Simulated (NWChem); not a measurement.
## Basis-set convergence for H$_{3}$BS

SMILES: BS
```xyz
5

B      0.8026     0.9194     0.0000
H      0.3665     2.0507     0.0000
H      1.9882     0.6710     0.0000
S     -0.4231    -0.3666     0.0000
H      0.4021    -1.4538     0.0000
```
Charge 0, spin multiplicity 1.

All runs are NWChem calculations. Structure: optimised with PBE/def2-SVP, a minimum by its harmonic frequencies. It is one conformer; others weren't searched.

Quantity: dipole moment at the level PBE0.

The Pople sets run with spherical d functions. The structure started from a generated list of species.

```csv
basis,functions,dipole moment (D)
STO-3G,17,1.28
3-21G,28,1.29
6-31+G*,46,1.07
cc-pVDZ,47,…
pcseg-1,47,1.06
6-311++G**,73,…
cc-pVTZ,106,0.92
def2-TZVPD,110,0.87
def2-TZVPP,115,0.91
aug-cc-pVTZ,165,0.88
```

Q: Fill in the missing entries.

A: 
- cc-pVDZ, dipole moment (D): 1.00
- 6-311++G**, dipole moment (D): 1.04
